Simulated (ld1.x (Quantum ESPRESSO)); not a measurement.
## What one change does to a pseudopotential (Si, RRKJ)

ld1.x (Quantum ESPRESSO) 7.5 input, shortened:

```
&input
   title='Si', zed=14., rel=1, dft='PBE', iswitch=3,
   config='[Ne] 3s1.5 3p2.5'
 /
 &inputp
   pseudotype=2, tm=.false., rho0=0.02, lloc=-1, rcloc=1.70,
   nlcc=.true., new_core_ps=.true., rcore=0.75
 /
2
3S  1  0   1.50   0.00  1.70  1.70  0.0
3P  2  1   2.50   0.00  1.50  1.50  0.0
 &test
   configts(1)='3s1.5 3p2.5'
 /
```

All-electron outer shells of the reference configuration (PBE, scalar-relativistic, ld1.x):

| shell | level (eV) | outermost node (bohr) | outermost maximum (bohr) |
| --- | --- | --- | --- |
| 2s | -140.34 | 0.15 | 0.45 |
| 2p | -96.40 | – | 0.39 |
| 3s | -11.20 | 0.72 | 1.77 |
| 3p | -4.38 | 0.72 | 2.14 |

Change: all radii but the core radius scaled by about 1.22 (s 2.08, p 1.82 bohr); local potential all-electron potential smoothed inside 2.08 bohr (lloc = -1).

Cutoffs: the cutoffs (Ry, on a coarse ladder) from which the occupation-weighted sum of valence levels, in a spherical-Bessel basis at the reference potential, stays within 10 and 1 mRy of its value at 400 Ry; they do not see the model core or the augmentation charge, which bear on the density cutoff. Errors are all-electron minus pseudo energies relative to the spin-unpolarised reference configuration.

**Question.** What does the change do?

**Answer.** The potential gets softer (40 Ry and 55 Ry → 25 Ry and 40 Ry); of the 7 tests that both files solve, the error grows in 4 and shrinks in 2 by more than 15 % and 0.3 meV (median size 1.0 → 1.8 meV); neither file shows a bound ghost. A larger radius leaves more room for a smooth pseudo-wave, so fewer plane waves are needed.

| quantity | base | changed |
| --- | --- | --- |
| cutoff, loose | 40 Ry | 25 Ry |
| cutoff, tight | 55 Ry | 40 Ry |
| loose cutoff by channel (10 mRy a level) | s 35 Ry, p 6 Ry | s 12 Ry, p 6 Ry |
| bound ghosts | none | none |
| error for 3s2 3p2, meV [ΔE -3.39 eV] | +0.4 | -1.5 |
| error for 3s2 3p1, meV [ΔE 4.35 eV] | +1.7 | -1.1 |
| error for 3s2 3p0, meV [ΔE 20.35 eV] | +16 | +18 |
| error for 3s2 3p2.3, meV [ΔE -4.32 eV] | +1.0 | -0.7 |
| error for 3s1 3p3, meV [ΔE 3.43 eV] | +0.2 | -1.8 |
| error for 3s1 3p0, meV [ΔE 54.32 eV] | +56 | +74 |
| error for 3s2 3p1.5, meV [ΔE -0.47 eV] | +0.1 | -2.3 |
